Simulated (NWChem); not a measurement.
C$_{4}$H$_{4}$N$_{2}$; SMILES N#C/N=C/C=C

```xyz
10

C      0.7817     2.3425     0.0000
C     -0.4434     1.7972     0.0000
C     -0.6771     0.3585     0.0000
N      0.2885    -0.4897     0.0000
C      0.0640    -1.7964     0.0000
N     -0.0290    -2.9577     0.0000
H      1.6706     1.7050     0.0000
H      0.9215     3.4259     0.0000
H     -1.3351     2.4306     0.0000
H     -1.7283     0.0236     0.0000
```
Atoms are numbered in this order, from 1.

Program: NWChem. Pople sets run with spherical d functions. Geometry: optimised at PBE0/def2-SVP. Atomic charges in e: unrestrained fits to the electrostatic potential beside Mulliken populations; buried atoms are poorly determined by the fit.

For level Hartree-Fock/6-31G*:

```
Property     Value
-----------  -----
Mulliken C1  -0.33
Mulliken C2  -0.23
Mulliken N4  -0.54
Mulliken C5   0.47
```

Estimate the same quantities for level B3LYP/def2-SVP.


- Mulliken C1: 0.04
- Mulliken C2: -0.03
- Mulliken N4: -0.09
- Mulliken C5: -0.21
